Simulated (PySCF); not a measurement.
Correlation energy of Se (selenium, neutral)

[Ar] 3d10 4s2 4p4, high-spin 3P determinant. Calculation: PySCF 2.14, in aug-cc-pVDZ-DK (6s5p3d, 36 functions); scalar relativity by spin-free X2C-1e. Frozen: [Ar] 3d10; 6 electrons correlated.

MP2 pair energies summed by pair of shells (mhartree):

```tsv
pair	energy	share (%)
4p-4p	-36.29	48.1
4s-4p	-32.65	43.3
4s-4s	-6.49	8.6
```

Total MP2 correlation energy: -75.43 mhartree.

Same-spin part -18.86 and opposite-spin part -56.57 mhartree; SCS-MP2 scales them by 1/3 and 6/5 to -74.17 mhartree.

```
  level  correlation energy (mhartree)
   CCSD                         -91.75
    (T)                          -1.51
CCSD(T)                         -93.26
```

Diagnostics: T1 = 0.0082, D1 = 0.0238, largest double amplitude 0.042.

Cost of the coupled-cluster step: 0.26 s of wall time on 1 thread of Intel(R) Xeon(R) Platinum 8259CL CPU @ 2.50GHz (shared host), for 6 correlated electrons.

Iterations:

```
CC2 = 0
CCSD nocc = (np.int64(4), np.int64(2)), nmo = (22, 22)
frozen orbitals [[0, 1, 2, 3, 4, 5, 6, 7, 8, 9, 10, 11, 12, 13], [0, 1, 2, 3, 4, 5, 6, 7, 8, 9, 10, 11, 12, 13]]
max_cycle = 100
direct = 0
conv_tol = 1e-08
conv_tol_normt = 1e-06
diis_space = 8
diis_start_cycle = 0
Init t2, MP2 energy = -0.0754253037608805
Init E_corr(UCCSD) = -0.0754253037616518
cycle = 1  E_corr(UCCSD) = -0.0879768064687617  dE = -0.0125515027  norm(t1,t2) = 0.0401337
cycle = 2  E_corr(UCCSD) = -0.0906007313712792  dE = -0.0026239249  norm(t1,t2) = 0.0130914
cycle = 3  E_corr(UCCSD) = -0.0917841072548799  dE = -0.00118337588  norm(t1,t2) = 0.00539819
cycle = 4  E_corr(UCCSD) = -0.091747556207366  dE = 3.65510475e-05  norm(t1,t2) = 0.00103693
cycle = 5  E_corr(UCCSD) = -0.0917534371458202  dE = -5.88093845e-06  norm(t1,t2) = 0.000395108
cycle = 6  E_corr(UCCSD) = -0.0917536113903171  dE = -1.74244497e-07  norm(t1,t2) = 0.000105187
cycle = 7  E_corr(UCCSD) = -0.0917535720721301  dE = 3.9318187e-08  norm(t1,t2) = 2.59235e-05
cycle = 8  E_corr(UCCSD) = -0.0917536849913015  dE = -1.12919171e-07  norm(t1,t2) = 6.04562e-06
cycle = 9  E_corr(UCCSD) = -0.0917536320845048  dE = 5.29067967e-08  norm(t1,t2) = 1.31807e-06
cycle = 10  E_corr(UCCSD) = -0.0917536441606477  dE = -1.20761429e-08  norm(t1,t2) = 3.09815e-07
cycle = 11  E_corr(UCCSD) = -0.0917536418208485  dE = 2.33979923e-09  norm(t1,t2) = 6.94168e-08
UCCSD converged
E(UCCSD) = -2428.053043972046  E_corr = -0.09175364182084846
UCCSD(T) correction = -0.00151323846005056
```
